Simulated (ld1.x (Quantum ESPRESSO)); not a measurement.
**vanadium (V): one change to an RRKJ potential, before and after**

ld1.x (Quantum ESPRESSO) 7.5 input, shortened:

```
&input
   title='V', zed=23., rel=2, dft='PZ', iswitch=3,
   config='[Ar] 3d3 4s0 4p0', rel_dist='average'
 /
 &inputp
   pseudotype=2, tm=.false., lloc=2,
   nlcc=.true., new_core_ps=.true.
 /
3
3S  1  0   2.00   0.00  1.35  1.35  0.0
3P  2  1   6.00   0.00  1.65  1.65  0.0
3D  3  2   3.00   0.00  1.55  1.55  0.0
 &test
   configts(1)='3s2 3p6 3d3 4s0 4p0'
 /
```

Open shells are filled in proportion to 2j + 1 (rel_dist='average').

All-electron outer shells of the reference configuration (LDA (PZ), scalar-relativistic, ld1.x):

```csv
shell,level (eV),outermost node (bohr),outermost maximum (bohr)
2p,-519.37,–,0.21
3s,-86.45,0.38,0.82
3p,-60.57,0.35,0.84
3d,-21.59,–,0.88
4s,-17.89,1.16,2.43
4p,-12.94,1.27,2.86
```

Change: reference 3s2 3p6 3d3 4s1 4p1 (4p, 4s counted twice).

Cutoffs: the cutoffs (Ry, on a coarse ladder) from which the occupation-weighted sum of valence levels, in a spherical-Bessel basis at the reference potential, stays within 10 and 1 mRy of its value at 400 Ry; they do not see the model core or the augmentation charge, which bear on the density cutoff. Errors are all-electron minus pseudo energies relative to the spin-unpolarised reference configuration.

Question: What does the change do?

Answer: The potential gets neither clearly harder nor softer (90 Ry and 100 Ry → 90 Ry and 100 Ry); the range in which the s phases agree widens (upper end -0.8 → 0.3); the range in which the p1/2 phases agree widens (upper end 0.2 → 1.4); neither file shows a bound ghost. In the changed file ld1.x takes every shell without a wave as core, so the model core holds the 4p, 4s electrons as well and exchange and correlation see them twice. This cancels in the reference configuration, but the file is broken for other ones, and its errors say nothing about a proper core correction.

| quantity | base | changed |
| --- | --- | --- |
| cutoff, loose | 90 Ry | 90 Ry |
| cutoff, tight | 100 Ry | 100 Ry |
| bound ghosts | none | none |
| largest miss of a reference level, eV | 0.04 | 0.09 |
| largest error over its own tests, meV | +452 | -1025 |
| s: phases at 1.79 bohr within 0.05 rad from the reference energy up to (Ry; the scan ends near 5) | -0.8 | 0.3 |
| p1/2: phases at 1.79 bohr within 0.05 rad from the reference energy up to (Ry; the scan ends near 5) | 0.2 | 1.4 |
| p3/2: phases at 1.79 bohr within 0.05 rad from the reference energy up to (Ry; the scan ends near 5) | 0.3 | 1.5 |
| d3/2: phases at 1.79 bohr within 0.05 rad from the reference energy up to (Ry; the scan ends near 5) | 1.4 | 2.6 |
| d5/2: phases at 1.79 bohr within 0.05 rad from the reference energy up to (Ry; the scan ends near 5) | 1.5 | 2.6 |
